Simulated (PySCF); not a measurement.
**Radial density of O²⁺ (oxygen, charge +2)**

r2SCAN, [He] 2s2 2p2, high-spin 3P determinant. Computed with PySCF 2.14 in cc-pVDZ, with no relativity, point nucleus.

```json
{"r (bohr)": "0.00418", "4πr²ρ (e/bohr)": "0.06431", "4πr²(ρα − ρβ)": "0.0001"}
{"r (bohr)": "0.00704", "4πr²ρ (e/bohr)": "0.1747", "4πr²(ρα − ρβ)": "0.0001"}
{"r (bohr)": "0.0118", "4πr²ρ (e/bohr)": "0.4561", "4πr²(ρα − ρβ)": "0.0004"}
{"r (bohr)": "0.0199", "4πr²ρ (e/bohr)": "1.137", "4πr²(ρα − ρβ)": "0.0010"}
{"r (bohr)": "0.0335", "4πr²ρ (e/bohr)": "2.589", "4πr²(ρα − ρβ)": "0.0027"}
{"r (bohr)": "0.0563", "4πr²ρ (e/bohr)": "5.111", "4πr²(ρα − ρβ)": "0.0078"}
{"r (bohr)": "0.0947", "4πr²ρ (e/bohr)": "7.895", "4πr²(ρα − ρβ)": "0.0285"}
{"r (bohr)": "0.159", "4πr²ρ (e/bohr)": "8.200", "4πr²(ρα − ρβ)": "0.1310"}
{"r (bohr)": "0.268", "4πr²ρ (e/bohr)": "4.741", "4πr²(ρα − ρβ)": "0.5089"}
{"r (bohr)": "0.451", "4πr²ρ (e/bohr)": "2.750", "4πr²(ρα − ρβ)": "1.3182"}
{"r (bohr)": "0.758", "4πr²ρ (e/bohr)": "3.960", "4πr²(ρα − ρβ)": "1.9484"}
{"r (bohr)": "1.28", "4πr²ρ (e/bohr)": "2.341", "4πr²(ρα − ρβ)": "1.0810"}
{"r (bohr)": "2.15", "4πr²ρ (e/bohr)": "0.2644", "4πr²(ρα − ρβ)": "0.1069"}
{"r (bohr)": "3.61", "4πr²ρ (e/bohr)": "0.006491", "4πr²(ρα − ρβ)": "0.0044"}
```
